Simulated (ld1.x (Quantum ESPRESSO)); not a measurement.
BLYP TM dataset for manganese, scalar-relativistic all-electron reference.

manganese, norm-conserving Troullier–Martins (Kleinman–Bylander form), made with ld1.x (Quantum ESPRESSO) 7.5 (BLYP, scalar-relativistic). Core [Ne] 3s2, reference 3p6 3d5 4s0 4p0 (charge +2). Waves: 4s (bound, empty): rc 2.15 bohr; 3p (bound): rc 0.75 bohr; 3d (bound): rc 1.80 bohr. Local part: the d channel. Core correction: Bessel-smoothed model core, default radius (core density twice the valence density).

All-electron outer shells of the reference configuration (BLYP, scalar-relativistic, ld1.x):

| shell | level (eV) | outermost node (bohr) | outermost maximum (bohr) |
| --- | --- | --- | --- |
| 3s | -103.54 | 0.34 | 0.74 |
| 3p | -72.34 | 0.31 | 0.75 |
| 3d | -24.34 | – | 0.75 |
| 4s | -19.71 | 1.05 | 2.27 |
| 4p | -14.16 | 1.14 | 2.67 |

What the tests gave:

| Quantity | Value |
| --- | --- |
| Cutoffs needed | 120 Ry and 260 Ry (the cutoffs (Ry, on a coarse ladder) from which the occupation-weighted sum of valence levels, in a spherical-Bessel basis at the reference potential, stays within 10 and 1 mRy of its value at 400 Ry) |
| Ghost test | ghost state, extra bound levels that the all-electron valence spectrum of the same l lacks: s at -163.3 eV; a true bound ghost makes a file unfit for plane-wave use (spherical-Bessel basis up to 400 Ry, 20 bohr box) |
| Largest excitation error | -493 meV (all-electron minus pseudo) for 3p6 3d5 4s0 4p2, out of 7 test configurations |

Generation and tests took about 5.3 s on one core of a shared server CPU.
